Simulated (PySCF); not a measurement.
**Basis-set dependence of population analyses: `O[BH-]1[NH2+][BH2-][NH2+]1`**

B2H8N2O.
Z-matrix (Å and degrees, PBE0-D3(BJ)/def2-SVP geometry), rows numbered from 1:
```
O 
B   1  1.4156
N   2  1.6051  1  111.10
B   3  1.5942  2   88.26  1   120.63
N   4  1.5938  3   91.91  2    -7.05
H   1  0.9580  2  112.05  3   134.42
H   2  1.2254  1  117.95  3  -130.05
H   3  1.0184  2  111.31  1     4.43
H   3  1.0155  2  115.89  1  -120.29
H   4  1.2187  3  112.76  2  -122.80
H   4  1.2180  3  111.22  2   106.61
H   5  1.0154  2  116.19  1   120.79
H   5  1.0184  2  111.21  1    -4.20
```

PBE0 throughout (PySCF), one geometry, spherical d and f functions. The structure is a single PBE0-D3(BJ)/def2-SVP conformer in the gas phase; no vibrational or solvent corrections. Atoms taken as equivalent share a column and are averaged. The first 7 of 10 kinds of atom are listed.

Mulliken charges (e):

```csv
basis,functions,O1,B2,N3/N5,B4,H6,H7,H8/H13
STO-3G,33,-0.380,+0.289,-0.432,+0.136,+0.196,-0.100,+0.225
6-31G,61,-0.686,+0.604,-0.897,+0.285,+0.376,-0.090,+0.357
pcSseg-0,61,-0.678,+0.589,-0.933,+0.205,+0.377,-0.026,+0.346
6-31G*,86,-0.676,+0.463,-0.803,+0.128,+0.415,-0.091,+0.366
cc-pVDZ,110,-0.200,-0.017,+0.015,-0.142,+0.145,-0.138,+0.112
def2-SVP,110,-0.237,-0.022,-0.096,-0.099,+0.177,-0.115,+0.149
"6-311+G(2d,p)",183,-0.720,+0.678,-0.704,+0.101,+0.280,-0.024,+0.295
aug-cc-pVDZ,187,-0.407,+0.024,-0.140,-1.353,+0.134,+0.451,+0.066
def2-TZVP,203,-0.506,+0.080,-0.315,-0.109,+0.318,-0.063,+0.240
IGLO-III,255,-0.632,+0.570,-0.534,+0.177,+0.283,-0.120,+0.234
cc-pVTZ,262,-0.346,+0.007,+0.005,-0.225,+0.205,-0.107,+0.123
```

IAO charges (e):

| basis | functions | O1 | B2 | N3/N5 | B4 | H6 | H7 | H8/H13 |
| --- | --- | --- | --- | --- | --- | --- | --- | --- |
| STO-3G | 33 | -0.447 | +0.161 | -0.386 | -0.063 | +0.245 | -0.038 | +0.241 |
| 6-31G | 61 | -0.611 | +0.223 | -0.461 | -0.094 | +0.352 | -0.045 | +0.284 |
| pcSseg-0 | 61 | -0.586 | +0.213 | -0.443 | -0.103 | +0.342 | -0.050 | +0.278 |
| 6-31G* | 86 | -0.619 | +0.256 | -0.454 | -0.078 | +0.352 | -0.056 | +0.276 |
| cc-pVDZ | 110 | -0.618 | +0.238 | -0.445 | -0.103 | +0.356 | -0.053 | +0.276 |
| def2-SVP | 110 | -0.614 | +0.240 | -0.440 | -0.095 | +0.354 | -0.057 | +0.275 |
| 6-311+G(2d,p) | 183 | -0.644 | +0.251 | -0.466 | -0.096 | +0.369 | -0.050 | +0.284 |
| aug-cc-pVDZ | 187 | -0.642 | +0.246 | -0.460 | -0.100 | +0.369 | -0.049 | +0.282 |
| def2-TZVP | 203 | -0.642 | +0.255 | -0.467 | -0.094 | +0.367 | -0.051 | +0.283 |
| IGLO-III | 255 | -0.645 | +0.254 | -0.467 | -0.095 | +0.370 | -0.050 | +0.284 |
| cc-pVTZ | 262 | -0.640 | +0.254 | -0.466 | -0.095 | +0.367 | -0.052 | +0.284 |

Q: Which scheme is steadiest as the basis changes?

A: Largest range over the bases for any column: IAO 0.20 e, Mulliken 1.64 e. IAO charges move least and Mulliken charges most, counted in e. Without the minimal STO-3G basis the ranges are IAO 0.06, Mulliken 1.64 e.

Q: How much do the charges still move between the two largest bases, IGLO-III and cc-pVTZ?

A: At most, over all atoms: Mulliken 0.563 e, IAO 0.005 e.

Q: What do the same runs give for the total energy, the frontier levels and the dipole moment?

A: 
```json
{"basis": "STO-3G", "energy (Eh)": "-236.0261", "HOMO (eV)": "-3.95", "LUMO (eV)": "9.17", "μ (D)": "1.37"}
{"basis": "6-31G", "energy (Eh)": "-239.0242", "HOMO (eV)": "-7.58", "LUMO (eV)": "2.20", "μ (D)": "1.65"}
{"basis": "pcSseg-0", "energy (Eh)": "-238.5622", "HOMO (eV)": "-7.79", "LUMO (eV)": "1.86", "μ (D)": "1.73"}
{"basis": "6-31G*", "energy (Eh)": "-239.0806", "HOMO (eV)": "-7.53", "LUMO (eV)": "2.26", "μ (D)": "1.52"}
{"basis": "cc-pVDZ", "energy (Eh)": "-239.1105", "HOMO (eV)": "-7.62", "LUMO (eV)": "1.60", "μ (D)": "1.47"}
{"basis": "def2-SVP", "energy (Eh)": "-238.9270", "HOMO (eV)": "-7.68", "LUMO (eV)": "1.68", "μ (D)": "1.50"}
{"basis": "6-311+G(2d,p)", "energy (Eh)": "-239.1776", "HOMO (eV)": "-7.85", "LUMO (eV)": "0.03", "μ (D)": "1.36"}
{"basis": "aug-cc-pVDZ", "energy (Eh)": "-239.1317", "HOMO (eV)": "-7.82", "LUMO (eV)": "-0.18", "μ (D)": "1.32"}
{"basis": "def2-TZVP", "energy (Eh)": "-239.1944", "HOMO (eV)": "-7.81", "LUMO (eV)": "0.88", "μ (D)": "1.41"}
{"basis": "IGLO-III", "energy (Eh)": "-239.2045", "HOMO (eV)": "-7.84", "LUMO (eV)": "0.44", "μ (D)": "1.34"}
{"basis": "cc-pVTZ", "energy (Eh)": "-239.1904", "HOMO (eV)": "-7.79", "LUMO (eV)": "0.99", "μ (D)": "1.39"}
```

The dipole is fixed by the density alone, so its range of 0.41 D shows that the density itself changes with the basis, not only its division among atoms.
